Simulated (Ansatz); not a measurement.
Input for Ansatz (a program for electronic structure): R-wB97M-V/def2-TZVPP on OSi (SMILES [O+]#[Si-]).

Ansatz 0.2 input:
```yaml
crystal:
  periodic: [false, false, false]
  atoms:
    - {symbol: Si, position_ang: [0.00000000, -0.00000000, -0.75657293]}
    - {symbol: O, position_ang: [-0.00000000, 0.00000000, 0.75657293]}
basis:
  gaussian:
    orbitals: def2-TZVPP
hamiltonian:
  xc: {name: wB97M-V}
scf: {lower_state_search: off}
```

### Question
Predict the final total energy.

### Answer
-364.7362 hartree.
